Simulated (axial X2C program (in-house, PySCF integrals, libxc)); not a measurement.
**Correcting the dissociation energy of RbCl⁺ for spin–orbit coupling**

A spin-free CCSD(T) curve (one-electron X2C) was computed with an in-house all-electron X2C program for linear molecules (integrals from PySCF), basis Rb dyall-cv3z [12s13p8d4f1g], Cl dyall-av3z [9s8p3d2f] (cores contracted in-house), for the state M_S = 1/2, Λ = 1 (beyond evenly filled blocks: π+α, π+β, π-α). It gives D0 = 0.159 eV to Rb+ + Cl, which in a spin-free picture are the weighted means of the ground terms.

Correlated methods: 15 electrons correlated (number of frozen shells: Rb 3 s, 2 p, 1 d; Cl 2 s, 1 p), 261 virtual spin orbitals or spinors in MP2, 90 natural virtuals in coupled cluster.

Measured levels of the ground terms (NIST Handbook of Basic Atomic Spectroscopic Data), in cm⁻¹: Rb+ 1S: J = 0 at 0; Cl 2P: J = 3/2 at 0, J = 1/2 at 882.4.

The two components of the molecular doublet are 555 cm⁻¹ apart in the PBE0 2c search (Ω = 3/2 lower), so the lower one lies 278 cm⁻¹ under their mean.

Q: How far does each ground level lie under the (2J+1)-weighted mean of its term?

A: Rb+: a single level, 0; Cl: (4 × 0 + 2 × 882.4)/6 = 294 cm⁻¹.

Q: Correct D0.

A: D0 = 0.159 + (278 − 294)/8065.5 = 0.157 eV at CCSD(T) with these spin–orbit terms. The direct two-component run gives 0.161 eV; the difference holds second-order terms in the molecule, scalar two-electron terms, the gap between measured and computed atomic splittings (a 2c atom can miss part of its lowering) and, in coupled cluster, the truncation of each run.

Second-order spin–orbit effects in the molecule, which grow quickly with Z, are left out. The state is a single determinant with fixed occupations, the lowest that a limited PBE0 search found. De is counted from the lowest determinant-based energies of the atoms at the same level, without counterpoise correction. CCSD and (T) use frozen natural virtuals with an MP2 correction for the truncation; (T) itself is uncorrected, so its De runs slightly low. PBE0 can misorder states that lie within some tenths of an eV, so this need not be the ground state of the molecule. The nearest other spin-free determinant of the search, M_S = 1/2, Λ = 0, lies 0.13 eV up at the distance of the search.
